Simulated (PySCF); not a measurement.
Compound: C3H6O4Si.
SMILES with atom numbers: `[CH3:1][C:2](=[O:3])[O:4][SiH2:5][C:6](=[O:7])[OH:8]` (hydrogens: H9, H10, H11 on C1; H12, H13 on Si5; H14 on O8)

Structure used (GFN2-xTB), in Å, numbered top down from 1:
```
atom  x, y, z in Å
C1    -2.7495   -0.4261    0.0882
C2    -1.6067    0.5300   -0.0734
O3    -1.7008    1.7123   -0.2491
O4    -0.4176   -0.0760    0.0121
Si5    1.0142    0.7310   -0.1028
C6     2.3049   -0.6741    0.0647
O7     2.1321   -1.8490    0.2515
O8     3.5325   -0.1504   -0.0587
H9    -3.6755    0.0414   -0.2324
H10   -2.5560   -1.3326   -0.4787
H11   -2.8271   -0.6964    1.1401
H12    1.1592    1.3622   -1.4083
H13    1.1743    1.6682    1.0028
H14    4.2152   -0.8410    0.0218
```

Vertical excitations from PySCF (density fitting, frozen core in the response, grid level 2 and gas phase unless stated; continuum runs use non-equilibrium linear response for the excitations) on a GFN2-xTB geometry. Reference run:

```json
{"settings": "PBE0/def2-SVPD, full TDDFT, 6 singlets", "S1, eV (f)": "5.07 (0.003)", "S2, eV (f)": "5.83 (0.001)", "S3, eV (f)": "6.70 (0.000)", "S4, eV (f)": "7.01 (0.001)", "S5, eV (f)": "7.06 (0.001)", "S6, eV (f)": "7.24 (0.085)", "T1, eV (Tamm–Dancoff)": "4.37", "mean α (au)": "75.0"}
```

Q: What do these settings give: PBE0/6-311G**, full TDDFT, 3 singlets?

A: 
```
                             settings    S1, eV (f)    S2, eV (f)    S3, eV (f)  S4, eV (f)  S5, eV (f)  S6, eV (f)  T1, eV (Tamm–Dancoff)  mean α (au)
PBE0/6-311G**, full TDDFT, 3 singlets  5.15 (0.005)  5.84 (0.001)  6.91 (0.000)           –           –           –                   4.46         64.9
```

S1 moves by +0.08 eV. States are counted by energy in each run and needn't keep their character from row to row.

All basis functions are spherical, in the Pople sets too.

Q: Which orbital pairs make up S1 in each run, and how does it sit against the orbital gap?

A: 
| settings | S1 configurations (weight) | S1 (eV) | orbital gap (eV) | S1 − gap (eV) |
| --- | --- | --- | --- | --- |
| PBE0/def2-SVPD, full TDDFT, 6 singlets | H→L 0.94 | 5.07 | 7.17 | -2.10 |
| PBE0/6-311G**, full TDDFT, 3 singlets | H→L 0.91 | 5.15 | 7.27 | -2.12 |

One conformer stands for the species.
